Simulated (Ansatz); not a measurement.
One change: `C[SiH](O)F` becomes `C[SiH](O)O`.

Ansatz, PBE0-D4/def2-TZVP geometries, multiplicity 1. Each molecule was computed in one conformer, which needn't be the lowest.

```tsv
property	`C[SiH](O)F`
HOMO–LUMO gap (PBE/def2-TZVPP) / eV	7.26
LUMO energy (ωB97M-V/def2-TZVPP) / eV	2.14
LUMO energy (PBE0/def2-TZVPP) / eV	0.70
HOMO–LUMO gap (B3LYP/def2-TZVPP) / eV	9.01
HOMO energy (PBE0/def2-TZVPP) / eV	-8.90
HOMO–LUMO gap (PBE0/def2-TZVPP) / eV	9.60
```

Problem. Give the same properties after the change, and the shifts. (Estimate.)

Solution. Ansatz gave: 
```csv
property,`C[SiH](O)O`,shift
HOMO–LUMO gap (PBE/def2-TZVPP) / eV,6.93,-0.33
LUMO energy (ωB97M-V/def2-TZVPP) / eV,2.18,0.04
LUMO energy (PBE0/def2-TZVPP) / eV,0.75,0.05
HOMO–LUMO gap (B3LYP/def2-TZVPP) / eV,8.69,-0.32
HOMO energy (PBE0/def2-TZVPP) / eV,-8.52,0.38
HOMO–LUMO gap (PBE0/def2-TZVPP) / eV,9.28,-0.32
```

With PBE0 the HOMO rises by 0.38 eV and the LUMO rises by 0.05 eV, so the gap narrows by about 0.33 eV. PBE moves the HOMO by 0.38 eV and ωB97M-V by 0.36 eV. The zero-point energy changes by 30.1 kJ/mol with +3 modes.

B3LYP here is the variant with VWN-RPA as its local correlation; programs differ in this.
